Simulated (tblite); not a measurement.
C7H13 (doublet state).
SMILES with atom numbers: `[CH3:1][C:2]1[CH2:3][CH2:4][CH2:5][C@@H:6]1[CH3:7]` (hydrogens: H8, H9, H10 on C1; H11, H12 on C3; H13, H14 on C4; H15, H16 on C5; H17 on C6; H18, H19, H20 on C7)

Computed with GFN2-xTB (tblite), gas phase: L-BFGS steps from a force-field or distance-geometry start until the largest atomic force falls under 0.01 eV/Å.

At the end of the run (lengths in Å): C7–H20 1.088, C1–H10 1.088, C5–H16 1.092, C2–C3 1.486, C4–C5 1.528, C6–C7 1.532, C5–C6 1.537, C1–C2–C3 124.4°, C3–C2–C6 111.4°, C1–C2–C6 124.2°, C2–C3–C4 103.8°, C1–C2–C3–C4 165°, C2–C3–C4–C5 31°, C3–C4–C5–C6 -37°, H11–C3–C2–C1 43°, H13–C4–C3–C2 153°.

**Question.** These geometries were met on the way; a selection of coordinates is given. Order them by energy above the end point, lowest first.
A. C7–H20 1.088, C1–H10 1.088, C5–H16 1.092, C2–C3 1.484, C4–C5 1.542, C6–C7 1.529, C5–C6 1.545, C1–C2–C3 126.0°, C3–C2–C6 109.7°, C1–C2–C6 123.7°, C2–C3–C4 103.8°, C1–C2–C3–C4 -157°, C2–C3–C4–C5 -22°, C3–C4–C5–C6 6°, H11–C3–C2–C1 85°, H13–C4–C3–C2 96°
B. C7–H20 1.090, C1–H10 1.093, C5–H16 1.091, C2–C3 1.489, C4–C5 1.536, C6–C7 1.529, C5–C6 1.560, C1–C2–C3 124.0°, C3–C2–C6 106.9°, C1–C2–C6 127.3°, C2–C3–C4 101.5°, C1–C2–C3–C4 -123°, C2–C3–C4–C5 -40°, C3–C4–C5–C6 25°, H11–C3–C2–C1 122°, H13–C4–C3–C2 78°
C. C7–H20 1.083, C1–H10 1.088, C5–H16 1.089, C2–C3 1.498, C4–C5 1.534, C6–C7 1.527, C5–C6 1.560, C1–C2–C3 118.4°, C3–C2–C6 106.6°, C1–C2–C6 123.8°, C2–C3–C4 97.4°, C1–C2–C3–C4 -97°, C2–C3–C4–C5 -51°, C3–C4–C5–C6 37°, H11–C3–C2–C1 149°, H13–C4–C3–C2 63°
D. C7–H20 1.125, C1–H10 1.118, C5–H16 1.122, C2–C3 1.516, C4–C5 1.503, C6–C7 1.507, C5–C6 1.526, C1–C2–C3 108.4°, C3–C2–C6 100.9°, C1–C2–C6 114.4°, C2–C3–C4 100.1°, C1–C2–C3–C4 -76°, C2–C3–C4–C5 -54°, C3–C4–C5–C6 41°, H11–C3–C2–C1 166°, H13–C4–C3–C2 59°
E. C7–H20 1.078, C1–H10 1.083, C5–H16 1.083, C2–C3 1.493, C4–C5 1.520, C6–C7 1.517, C5–C6 1.551, C1–C2–C3 113.6°, C3–C2–C6 106.5°, C1–C2–C6 120.8°, C2–C3–C4 95.1°, C1–C2–C3–C4 -86°, C2–C3–C4–C5 -55°, C3–C4–C5–C6 41°, H11–C3–C2–C1 160°, H13–C4–C3–C2 59°

**Answer.** A (0.138 eV), B (0.225 eV), C (0.383 eV), E (0.639 eV), D (1.117 eV).

| step | E above end (eV) | rms distance from the end, all atoms (Å) | largest force (eV/Å) | rms shift of all bonds from the end (Å) |
| --- | --- | --- | --- | --- |
| 45 | 0.138 | 0.566 | 0.115 | 0.005 |
| 26 | 0.225 | 0.824 | 0.275 | 0.007 |
| 13 | 0.383 | 1.004 | 0.460 | 0.008 |
| 4 | 0.639 | 1.081 | 0.576 | 0.010 |
| 0 | 1.117 | 1.094 | 2.382 | 0.020 |

Rows stand in the order of the answer.
